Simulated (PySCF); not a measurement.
C5H6F2, SMILES FC(F)[C@H]1C=CC1. The structure is a stationary point at PBE0-D3(BJ)/def2-SVP. The structure was generated by enumeration; whether it is a known compound was not checked. One conformer was computed; it need not be the lowest.

Calculation: PBE0-D3(BJ)/def2-SVP in PySCF.

Harmonic wavenumbers (cm⁻¹): 89, 149, 222, 335, 435, 548, 645, 761, 830, 885, 942, 966, 1000, 1025, 1042, 1107, 1141, 1160, 1192, 1218, 1233, 1326, 1348, 1406, 1419, 1447, 1677, 3074, 3080, 3090, 3145, 3209, 3240. Rotational constants (GHz): 5.290, 2.009, 1.848; symmetry number 1.

### Question
Work out the zero-point energy and the ideal-gas rigid-rotor harmonic-oscillator thermochemistry at 298.15 K and 1 atm.

### Answer
ZPE = ½ Σ hcν = ½ × 44388 cm⁻¹ = 63.46 kcal/mol. H − E(el) = 68.00 kcal/mol. Entropy in cal/(mol K): translation 39.84, rotation 27.20, vibration 12.74, total 79.78. G − E(el) = 44.22 kcal/mol. Cp = 24.40 cal/(mol K). Modes under 150 cm⁻¹ make the vibrational entropy uncertain.
